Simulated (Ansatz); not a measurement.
Ansatz (a quantum-chemistry and plane-wave program) input (RPA@PBE/def2-TZVPP):

Ansatz 0.2 input:
```yaml
crystal:
  periodic: [false, false, false]
  atoms:
    - {symbol: Hg, position_ang: [-0.00000000, -0.00000000, -0.55616054]}
    - {symbol: Br, position_ang: [0.00000000, 0.00000000, 1.85286515]}
    - {symbol: O, position_ang: [-0.00000000, -0.00000000, -2.54467967]}
basis:
  gaussian:
    orbitals: def2-TZVPP
hamiltonian:
  xc: pbe
magnetization: {spin_polarized: true, initial_magnetization: 1}
correlation: {method: rpa, electrons: outside_noble_gas}
```

Output:

```
Functional definition: PBE
integrals: 0.16 GiB planned
944 factors; integrals over basis functions are off by at most 1.5e-3 eV
mean field: 0.48 GiB planned
mean field evaluation 1: about -76237.5691 eV, gradient 6.6e1 eV
mean field evaluation 2: about -76237.5651 eV, gradient 6.6e1 eV
mean field evaluation 4: about -76254.9929 eV, gradient 3.0e1 eV
mean field evaluation 8: about -76257.9364 eV, gradient 2.1e0 eV
mean field evaluation 16: about -76257.9615 eV, gradient 1.6e-3 eV
mean field evaluation 32: about -76257.9615 eV, gradient 3.2e-6 eV
mean field evaluation 64: about -76257.9611 eV, gradient 1.7e-1 eV
mean field evaluation 96: about -76235.2333 eV, gradient 6.1e1 eV
mean field evaluation 128: about -76257.9615 eV, gradient 3.2e-6 eV
mean field -76257.96154070 eV, -2802.4283971178 hartree, gradient 3.2e-6 eV, S^2 0.755405; 5 other end points of the search recorded, 0 dependent functions left out
19 core orbitals not correlated
reference -76184.84845955 eV, -2799.7415409434 hartree; 13, 12 occupied and 106, 107 virtual orbitals, 944 factors
Total energy: -76215.92242884 eV, -2800.8834882523 hartree
```

The spin state was set by rule; other spins were not relaxed.
